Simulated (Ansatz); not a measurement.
Spectroscopic constants of SiMo, multiplicity 7 (an upper state: multiplicity 5 came lower at CCSD(T)/def2-TZVPP on PBE0 minima). No spin–orbit coupling.

The constants come from a fifth-degree fit in 1/R (seven points, main isotopes). Runs in def2 and cc sets follow the lowest solution found near the PBE0 minimum.

Programs: Ansatz (Gaussian orbitals).  In def2 rows elements past Kr take small-core potentials, without spin–orbit coupling.

Energies at PBE0/def2-TZVPP:

```csv
R (Å),E (hartree)
2.361213,-357.40186580
2.424686,-357.40497890
2.483082,-357.40645249
2.549094,-357.40685600
2.615107,-357.40621953
2.691275,-357.40451886
2.780138,-357.40160857
```

With a reduced mass of 21.7591 u, find the minimum, the force constant and the constants.

A fifth-degree polynomial in 1/R puts the minimum at r_e = 2.5389 Å with force constant 108 N/m. Then ω_e = (1/2πc)√(k/μ) = 290 cm⁻¹ and B_e = h/(8π²cμr_e²) = 0.1202 cm⁻¹; the cubic and quartic terms give α_e = 0.00073 and ω_e x_e = 1.4 cm⁻¹.

Ansatz is an electronic-structure program.
